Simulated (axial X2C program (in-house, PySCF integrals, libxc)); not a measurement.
**Testing model relations on MgPd**

A bond curve at the PBE0 level, with spin–orbit coupling, was computed with an in-house relativistic program for diatomic molecules (basis Pd dyall-cv3z [12s12p8d5f3g], Mg dyall-cv3z [9s8p6d3f] (cores contracted in-house)) for the state Ω = 0 (closed shell). Its fit gives Re = 2.3445 Å, ωe = 298.7 cm⁻¹, ωexe = 1.81 cm⁻¹ and αe = 1.163e-03 cm⁻¹; the masses are 105.9035 and 23.9850 u. Two-component means X2C with spin–orbit coupling and atomic mean-field Coulomb and Gaunt terms.

Question: Find the reduced mass, Be and the force constant.

Answer: From the PBE0 values: μ = 19.5560 u. Be = 16.8576/(μ Re²) = 0.1568 cm⁻¹. k = 5.8918×10⁻⁷ μ ωe² = 1.03 mdyn/Å.

Question: Estimate De from a Morse curve and compare with the computed well depth of 1.416 eV to Pd + Mg.

Answer: De(Morse) = ωe²/(4ωexe) = 1.528 eV against 1.416 eV computed, a ratio of 1.08. For De the Morse form works well here.

Question: A Morse curve ties αe to the other constants (Pekeris). How well does that hold?

Answer: αe(Morse) = 6Be²/ωe × (√(ωexe/Be) − 1) = 1.184e-03 cm⁻¹; the PBE0 curve gives 1.163e-03 cm⁻¹, a ratio of 1.02.

Question: Give B0, the J = 1←0 line in GHz and the most populated J at 300 K (kT = 208.5 cm⁻¹).

Answer: B0 = Be − αe/2 = 0.1562 cm⁻¹; 2B0 = 9.368 GHz; J(max) ≈ √(kT/2B0) − 1/2 = 25.3, so J = 25.

Question: Where do the fundamental and the first overtone lie?

Answer: ν(1←0) = ωe − 2ωexe = 295.1 cm⁻¹; ν(2←0) = 2ωe − 6ωexe = 586.5 cm⁻¹.

The state is one determinant whose occupation by symmetry is held fixed; it was picked as the lowest of a PBE0 search that is not exhaustive. De is counted from the lowest determinant-based energies of the atoms at the same level, without counterpoise correction.
